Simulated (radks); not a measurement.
Q: The mean radii <r> (bohr) of the occupied orbitals of an atom or ion are listed with their occupations. Calculated with a radial shooting solver on a logarithmic mesh with Libxc functionals: scalar-relativistic Kohn-Sham, PBEsol, spin-polarised, spherical densities, point nucleus.

| orbital | occ. | <r> |
|---|---|---|
| 1s up | 1 | 0.08113 |
| 1s down | 1 | 0.08113 |
| 2s up | 1 | 0.3881 |
| 2s down | 1 | 0.3881 |
| 2p up | 3 | 0.3508 |
| 2p down | 3 | 0.3508 |
| 3s up | 1 | 1.270 |
| 3s down | 1 | 1.269 |
| 3p up | 3 | 1.438 |
| 3p down | 3 | 1.433 |
| 4s up | 1 | 4.908 |

Name the element and its charge. Open shells, if any, are filled with parallel spins first.

A: Z = 19, potassium, charge 0: K in [Ar] 4s1. The 1s radius gives Z: for a bare nucleus <r> = (2 gamma + 1)/(2Z) with gamma = sqrt(1 - (Z/c)^2), 0.07844 bohr for Z = 19, and screening makes it slightly larger (0.08113 here). The occupations add up to 19, and the charge is Z minus that.
